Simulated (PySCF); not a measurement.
# Two-dimensional NMR puzzle

Compound of formula C$_{4}$H$_{11}$NO$_{2}$Si$_{3}$. Correlations simulated from computed shifts and the bond graph:

HSQC (one-bond C–H):
```csv
δH,δC
3.26,40.6
```

COSY cross peaks (H two or three bonds apart, from the bond graph; peaks can be absent where the dihedral angle is near 90°):
```csv
δH,δH
4.66,3.26
```

HMBC (two and three bonds, from the bond graph):
```csv
δH,δC
4.76,40.6
4.66,"103.9, 96.3, 40.6"
3.26,96.3
```

Carbons without hydrogens: δ 157.3, 103.9, 96.3.

[PySCF 2.14: shielding tensors at PBE0/pcSseg-1 (GIAO); structure optimised with GFN2-xTB; rapidly exchanging positions averaged; a single conformation; no relativistic terms; isolated molecule]

δ = σ(ref) − σ, references computed at the same level: 1H, 13C against TMS.

Exchangeable hydrogens are left out of these lists.

Q: Which molecule is this?

A: `O=C(O)C#C[SiH2]CN([SiH3])[SiH3]`.

Numbering as in the mapped SMILES `[O:1]=[C:2]([OH:3])[C:4]#[C:5][SiH2:6][CH2:7][N:8]([SiH3:9])[SiH3:10]` (H(Xn): hydrogen on atom n).

δC 157.3 is C2, a carboxylic acid carbon. δC 103.9 is C4, an alkyne carbon. δC 96.3 is C5, an alkyne carbon. δC 40.6 is C7, an sp3 CH2 bonded to N and Si (δH 3.26). HMBC from δH 4.66 reaches the proton-free carbons C4, C5. HMBC from δH 3.26 reaches the proton-free carbon C5. COSY links 4.66–3.26.

The data come from this structure; uniqueness wasn't tested.

The OH or NH signal is concentration- and solvent-dependent in practice; the value given is the gas-phase one. Shifts are as computed. Against solution values, carbons near 30 ppm lie about +3 ppm off and those near 130 ppm about +5 ppm. Of 1309 compounds with measured shifts, 239 miss one by over three times the rms of a fit or turn the order of signals round; such compounds aren't used in these exercises. The C=O carbon of an acid or of an amide with N–H lies up to 10 ppm further downfield in solution, through hydrogen bonding that the calculation lacks.
